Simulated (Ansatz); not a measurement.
Program: Ansatz. Geometries: PBE0-D4/def2-TZVP. ΔE: electronic, gas phase. CCSD(T)/CBS adds triple-zeta CCSD(T) − MP2 to the extrapolated MP2 energy (def2 sets, frozen cores). Functionals use def2-TZVPP. B3LYP here is the variant with VWN-RPA as its local correlation; programs differ in this. def2 core potentials past Kr. For Sb outer-core shells are correlated without core-valence functions, which leaves a few kJ/mol of doubt a bond. One conformer a species, not always the lowest.

`ClC[SiH2][SbH2]` + `CC(F)(F)Cl` → `Cl[SiH2][SbH2]` + `CC(F)(F)CCl`  (formal exchange of groups at the Si–C bond)

`ClC[SiH2][SbH2]`:

Cartesian coordinates in Å:
```
Cl 0.633 -0.403 2.208
C 0.280 -1.174 0.640
Si -0.901 -0.110 -0.382
Sb 0.070 2.167 -1.068
H 1.229 -1.328 0.126
H -0.161 -2.150 0.850
H -1.232 -0.870 -1.622
H -2.151 0.093 0.397
H 0.746 2.381 0.483
H 1.487 1.394 -1.632
```

`CC(F)(F)Cl`:

```xyz
8

C     0.098   -0.812   -0.049
C    -0.157    0.660    0.065
F    -1.167    1.037   -0.736
F    -0.508    0.993    1.317
Cl    1.277    1.621   -0.375
H     0.365   -1.061   -1.074
H    -0.815   -1.341    0.233
H     0.908   -1.097    0.619
```

`Cl[SiH2][SbH2]`:

Z-matrix (Å, degrees):
```
Si
Sb 1 2.569
Cl 1 2.060 2 113.2
H 1 1.484 2 109.7 3 -120.1
H 1 1.484 2 109.7 3 120.1
H 2 1.707 1 90.3 3 45.6
H 2 1.707 1 90.3 3 -46.1
```

`CC(F)(F)CCl`:

```xyz
11

C    -0.687   -0.784   -0.802
C     0.396    0.163   -0.374
F     1.610   -0.430   -0.534
F     0.395    1.258   -1.197
C     0.299    0.720    1.034
Cl    0.293   -0.548    2.267
H    -0.510   -1.071   -1.839
H    -1.660   -0.298   -0.725
H    -0.677   -1.671   -0.172
H    -0.619    1.297    1.132
H     1.160    1.364    1.211
```

Q: Is it downhill or uphill in electronic energy at CCSD(T)/CBS, and by how much? (Estimate.)

A: The calculation gave: Downhill: ΔE = -31.7 kcal/mol.

Q: What do these levels give: ωB97M-V, PBE, r2SCAN, B3LYP, HF/def2-TZVPP, HF/def2-QZVPP? (Best estimate.)

A: Computed: ωB97M-V -31.1, PBE -28.5, r2SCAN -30.6, B3LYP -31.0, HF/def2-TZVPP -35.3, HF/def2-QZVPP -35.3 kcal/mol.

Largest T1 diagnostic among the species: 0.012.

From PBE to PBE0 (25 % exact exchange), in def2-TZVPP and without D4, ΔE moves by −2.0 kcal/mol. In def2-TZVPP, CCSD(T) changes the Hartree–Fock value by +3.9 kcal/mol (the triples alone add +0.9 kcal/mol) and MP2 by +3.5 kcal/mol.
